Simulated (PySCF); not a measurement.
# IO3: umbrella–stretch map

Level of theory: UPBE0 in PySCF with I def2-SVP with ECP28, O def2-SVP; scalar-relativistic core potentials, no spin–orbit coupling; density-fitted integrals.

Rigid scan from the doublet minimum (I–O 1.820 Å (×3); O–I–O 111.5° (×3)). Coordinate: rows: all bonds scaled; columns: angle to the threefold axis. Energies in kJ/mol from the minimum.

| scale \ angle | 60 | 66 | 72 | 78 | 84 | 90 |
| --- | --- | --- | --- | --- | --- | --- |
| 0.95 | 153.4 | 77.9 | 50.4 | 61.9 | 107.6 | 170.1 |
| 0.98 | ? | 30.5 | 7.5 | 19.4 | ? | ? |
| 1.00 | 80.5 | 20.5 | 0.2 | 12.3 | 51.9 | 101.7 |
| 1.03 | 81.7 | 30.0 | 13.5 | ? | 62.1 | 105.3 |
| 1.07 | 117.1 | ? | 63.7 | 76.4 | 108.6 | 144.6 |

Fill in the five missing cells, row by row.

96.4, 61.4, 116.0, 25.8, 75.6.

The bond scale of lowest energy on the grid is 1.00 at 60°, 1.00 at 66°, 1.00 at 72°, 1.00 at 78°, 1.00 at 84°, 1.00 at 90°.

No spin–orbit coupling is included, which matters more the heavier the element.

Other isomers or separated fragments may lie lower.
